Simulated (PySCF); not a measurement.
Exercise with solution: chemical shift, span and skew from a shielding tensor

C₂H₁₀O₂Si₂, SMILES O[SiH2]CC[SiH2]O. Atoms are numbered in the order given.

```xyz
16

O     -3.3846    -0.4254    -0.0826
Si    -1.7973    -0.3365     0.4272
C     -0.7583     0.7139    -0.7407
C      0.6430     1.0769    -0.2313
Si     1.8356    -0.3646    -0.0048
O      3.3847     0.1765     0.3029
H     -3.5661    -0.9895    -0.8389
H     -1.8344     0.2952     1.7764
H     -1.2019    -1.7089     0.5344
H     -1.3468     1.6267    -0.9427
H     -0.6916     0.1839    -1.7086
H      1.1304     1.7828    -0.9292
H      0.5828     1.6146     0.7318
H      1.4735    -1.1954     1.1764
H      1.7893    -1.2136    -1.2422
H      3.8194     0.6661    -0.4006
```
Charge 0, spin multiplicity 1.

Geometry: PBE0-D3(BJ)/def2-SVP. This is a generated structure with no PubChem entry under its InChIKey; it may be hypothetical. One conformer was computed; it need not be the lowest.

GIAO shieldings from PBE0/pcSseg-1 (PySCF), non-relativistic, no solvent. The symmetric part of the tensor of C3 has the principal values 162.0, 171.5, 190.0 ppm. The same nucleus in TMS has σ = 186.3 ppm at this level (PySCF, at its B3LYP-D3(BJ)/def2-TZVP geometry).

**Question.** Work out the isotropic shielding, the ¹³C shift against TMS, the span and the skew.

**Answer.** 
σ(iso) = (σ11 + σ22 + σ33)/3 = 174.5 ppm. δ = σ(ref) − σ(iso) = 186.3 − (174.5) = 11.8 ppm.
Span Ω = σ33 − σ11 = 28.0 ppm. Skew κ = 3(σ(iso) − σ22)/Ω = 0.32. Tumbling in solution averages the tensor to δ; in a static solid the shielding alone would spread this spin-1/2 line over Ω.
